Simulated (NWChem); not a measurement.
**Total energies of C$_{2}$H$_{2}$Cl**

```
C
C 1 1.3083
H 2 1.0872 1 141.35
H 1 1.0945 2 123.96 3 180.00
Cl 1 1.7496 4 112.84 2 180.00
```
Charge 0, spin multiplicity 2.

Program: NWChem. The geometry was optimised at UPBE0/def2-SVP, a minimum by its harmonic frequencies.

Basis set: 3-21G (35 functions).

```tsv
method	total energy (Ha)
UHF	-533.67063
UMP2	-533.85885
UB2PLYP	-534.56520
UPBE	-534.55361
UB3LYP	-534.86560
UPBE0	-534.60341
```

Total energies of different functionals aren't comparable as a measure of quality: only differences taken within one method are. 

The correlated methods keep 7 core orbitals frozen. B3LYP has NWChem's definition, with VWN1-RPA local correlation. The structure started from a generated list of species. The unpaired electrons of the parent sit in orbitals of symmetry a' (Cs labels of the run); other states weren't searched. No SCF solution was tested for a lower state. Open-shell Hartree-Fock references start from PBE0 orbitals.
